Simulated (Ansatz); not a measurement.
Basis-set extrapolation for CH₅AlFNSSi (`[F][Al]1[SiH2]NC[S]1`) (PBE0-D4/def2-TZVP geometry, frozen core, the Gaussian-basis code of Ansatz). Multiplicity 1, RHF reference.

```json
{"": "HF", "def2-TZVPP": "-1123.291922", "def2-QZVPP": "-1123.328280"}
{"": "MP2 correlation", "def2-TZVPP": "-0.991013", "def2-QZVPP": "-1.072378"}
{"": "CCSD(T) correlation", "def2-TZVPP": "-1.080069", "def2-QZVPP": "not run"}
```

Energies in hartree. Use E(X) = E(∞) + A·exp(−7.88·√X) for Hartree–Fock and E(X) = E(∞) + B·X^(−2.97) for correlation, with X = 3 and 4, and add CCSD(T) minus MP2 of the smaller set to the MP2 limit.

What is the CCSD(T) energy at the basis-set limit?

HF limit: -1123.328280 + (-0.036358) × 0.13774 = -1123.33329. MP2 limit: -1.072378 + (-0.081365) × 0.74074 = -1.13265. Higher-order term: -1.080069 − (-0.991013) = -0.08906. Total: -1124.55500 hartree, 480.5 kJ/mol below CCSD(T)/def2-TZVPP.
